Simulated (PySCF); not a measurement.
C4H6O, SMILES C(CC#C)O, singlet at its GFN2-xTB optimised geometry (Å):

```
11

C      1.6125    -0.7293    -0.0234
C      0.4183    -0.8068     0.0000
C     -1.0307    -0.8068     0.0000
C     -1.5693     0.6333     0.0000
O     -1.2385     1.3320    -1.1731
H      2.6611    -0.7045    -0.0282
H     -1.3966    -1.3320     0.8854
H     -1.3903    -1.3267    -0.8923
H     -2.6611     0.6210     0.0406
H     -1.1897     1.1645     0.8860
H     -0.2806     1.2960    -1.2848
```

Calculation: B3LYP/def2-TZVP in PySCF 2.14.0. Cells within 0.4 Å of a nucleus heavier than hydrogen are left out (blank, or x).

Map of the log10 of the electron density (e/bohr³), floored at −4 on the plane z = 0.0 Å:

```
|0000000000000000000000000|
|0000000000000000000000000|
|0000000000000000000000000|
|0000000000000000000000000|
|0000000000000000000000000|
|0000000122210000000000000|
|0000012233321000000000000|
|0000123455542100000000000|
|0002345667653211100000000|
|0013567888754333221000000|
|00146899xx864444443210000|
|00246899xx865666655431000|
|0013567899877788877642000|
|0002345789989x99x98753100|
|000023468xx99x9xx99853100|
|0000024689988999887653000|
|0000024577777777766532000|
|0000013455555555554320000|
|0000001234333344332100000|
|0000000112111222211000000|
|0000000000000000000000000|
|0000000000000000000000000|
|0000000000000000000000000|
|0000000000000000000000000|
|0000000000000000000000000|
```
Scale: ten equal steps from -4.00 (start of '0') to -0.364 (end of '9'), in the order '0123456789'; x runs from -5.00 to 5.00, y from -5.00 (bottom) to 5.00 (top).
